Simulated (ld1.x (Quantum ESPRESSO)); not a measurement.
## Transferability test, TM potential for antimony

ld1.x (Quantum ESPRESSO) 7.5 input, shortened:

```
&input
   title='Sb', zed=51., rel=2, dft='PZ', iswitch=3,
   config='[Kr] 4d10 5s2 5p1', rel_dist='average'
 /
 &inputp
   pseudotype=2, tm=.true., lloc=1,
   nlcc=.true., rcore=1.45
 /
3
5S  1  0   2.00   0.00  1.40  1.40  0.0
4D  3  2  10.00   0.00  1.40  1.40  0.0
5P  2  1   1.00   0.00  1.55  1.55  0.0
 &test
   configts(1)='4d10 5s2 5p1'
 /
```

Open shells are filled in proportion to 2j + 1 (rel_dist='average').

Energies are relative to the spin-unpolarised reference configuration 4d10 5s2 5p1; without spin polarisation the order of configurations can differ from experiment. The p channel is local and has no spin–orbit splitting in the pseudo-atom. The frozen-core shift is the all-electron ΔE with the core orbitals held at their reference shape minus the fully relaxed ΔE.

```csv
valence configuration,charge,ΔE all-electron (eV),error AE − PS (meV),frozen-core shift (meV)
4d10 5s2 5p3,0,-24.813,-65,+0.9
4d10 5s2 5p2,+1,-16.275,-49,+0.5
4d10 5s2 5p0,+3,24.812,+87,+1.3
4d9 5s2 5p4,0,6.146,-384,+116
4d10 5s0 5p5,0,-8.225,-211,+0.1
```

(1) What are ΔE and the potential's error for 4d10 5s2 5p2.5?

(2) What are ΔE and the potential's error for 4d10 5s1 5p3?

The potential misses its own reference levels by up to 0.7 eV.

Answers

(1) ΔE = -21.450 eV all-electron; the error (AE − PS) is -60 meV.

(2) ΔE = -7.485 eV all-electron; the error (AE − PS) is -117 meV.
